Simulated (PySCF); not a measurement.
Cl5Nb, singlet, at a GFN2-xTB geometry (such geometries of metal compounds can be far from the true shape) (core potentials on Nb). Base run: DF-M062X/def2-SVP run with PySCF.

Here is a job for PySCF.
```python
from pyscf import gto, scf, dft

mol = gto.Mole()
mol.atom = '''
    Nb    0.000000    0.000000    0.000000
    Cl    1.857890   -0.395840   -1.218984
    Cl    0.992610   -0.983746    1.832318
    Cl   -0.992610    0.983746   -1.832318
    Cl   -1.652178   -1.536142    0.070291
    Cl   -0.205712    1.931982    1.148693
'''
mol.basis = 'def2-svp'
mol.ecp = {'Nb': 'def2-svp'}
mol.charge = 0
mol.spin = 0
mol.verbose = 4
mol.build()

mf = dft.RKS(mol)
mf.xc = 'm062x'
mf = mf.density_fit(auxbasis='def2-universal-jkfit')
mf.kernel()
```

Variants of this job, named by their change:

```json
[
 {"change": "base", "ΔE vs base (mEh)": "0.000", "SCF cycles": "11", "outcome": "converged"},
 {"change": "diis = off; damp = 0.6 (with mf.diis_start_cycle = 200; with mf.max_cycle = 150)", "ΔE vs base (mEh)": "0.000", "SCF cycles": "26", "outcome": "converged"},
 {"change": "conv_tol_grad = 1e-7", "ΔE vs base (mEh)": "0.000", "SCF cycles": "15", "outcome": "converged"},
 {"change": "damp = 0.5; diis_start_cycle = 5", "ΔE vs base (mEh)": "0.000", "SCF cycles": "15", "outcome": "converged"},
 {"change": "init_guess = 1e", "ΔE vs base (mEh)": "0.000", "SCF cycles": "14", "outcome": "converged"},
 {"change": "DIIS = ADIIS", "ΔE vs base (mEh)": "0.000", "SCF cycles": "18", "outcome": "converged"},
 {"change": "level_shift = 1.0 (with mf.max_cycle = 100)", "ΔE vs base (mEh)": "0.000", "SCF cycles": "33", "outcome": "converged"},
 {"change": "conv_tol = 1e-6", "ΔE vs base (mEh)": "0.000", "SCF cycles": "8", "outcome": "converged"},
 {"change": "init_guess = sap", "ΔE vs base (mEh)": "0.000", "SCF cycles": "14", "outcome": "converged"},
 {"change": "level_shift = 0.5 (with mf.max_cycle = 100)", "ΔE vs base (mEh)": "0.000", "SCF cycles": "19", "outcome": "converged"},
 {"change": "level_shift = 0.3 (with mf.max_cycle = 100)", "ΔE vs base (mEh)": "0.000", "SCF cycles": "15", "outcome": "converged"},
 {"change": "DIIS = EDIIS", "ΔE vs base (mEh)": "-", "SCF cycles": "50", "outcome": "not converged"},
 {"change": "diis_space = 20", "ΔE vs base (mEh)": "0.000", "SCF cycles": "11", "outcome": "converged"}
]
```
